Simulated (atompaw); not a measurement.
**Before and after: PAW (atompaw) potential for tantalum**

atompaw 4.2.0.5 input, output lines left out:

```
Ta 73
GGA-PBE loggrid 2001 logderivrange -6 5 276
6 6 5 4 0 0
6 0 1.5
6 1 0
5 2 3.5
0 0 0
c
c
c
c
v
v
c
c
c
v
v
c
c
v
c
2
3.00 2.90 2.75 1.90
n
n
y
2.2
n
custom rrkj gramschmidtortho sinc
3 1 troulliermartins
1.50
3.00
1.75
3.00
3.00
3.00
```

All-electron outer shells of the reference configuration (PBE, non-relativistic, ld1.x):

```
shell  level (eV)  outermost node (bohr)  outermost maximum (bohr)
   4d     -223.76                   0.22                      0.47
   5s      -59.11                   0.59                      1.07
   5p      -36.10                   0.61                      1.17
   4f      -31.06                      –                      0.44
   6s       -4.23                   1.45                      3.11
   5d       -3.94                   0.65                      1.56
   6p       -1.31                   1.66                      4.15
```

Change: wave 5p (bound): rc 1.75 bohr becomes 5p (bound): rc 1.60 bohr.

Cutoffs: the cutoffs (Ry, on a coarse ladder) from which the occupation-weighted sum of valence levels, in a spherical-Bessel basis at the reference potential, stays within 10 and 1 mRy of its value at 400 Ry; they do not see the model core or the augmentation charge, which bear on the density cutoff.

Task: What does the change do?

Result: The potential gets harder (25 Ry and 45 Ry → 30 Ry and 55 Ry); both files keep a bound ghost (s).

```csv
quantity,base,changed
"cutoff, loose",25 Ry,30 Ry
"cutoff, tight",45 Ry,55 Ry
loose cutoff by channel (10 mRy a level),"s 18 Ry, p 21 Ry, d 10 Ry","s 18 Ry, p 25 Ry, d 10 Ry"
bound ghosts,s,s
s: phases at 3.02 bohr within 0.05 rad from the reference energy up to (Ry; the scan ends near 5),n/a,n/a
p: phases at 3.02 bohr within 0.05 rad from the reference energy up to (Ry; the scan ends near 5),0.6,0.4
d: phases at 3.02 bohr within 0.05 rad from the reference energy up to (Ry; the scan ends near 5),to the end of the scan,to the end of the scan
lowest overlap eigenvalue by channel,"s 0.32, p 0.45, d 0.80","s 0.32, p 0.45, d 0.80"
```

 A true bound ghost makes a file unfit for plane-wave use even where its test errors are small: the radial tests pick states by their node count and pass the ghost by. The cutoffs see the waves, projectors and local potential, not the compensation charge or the core.
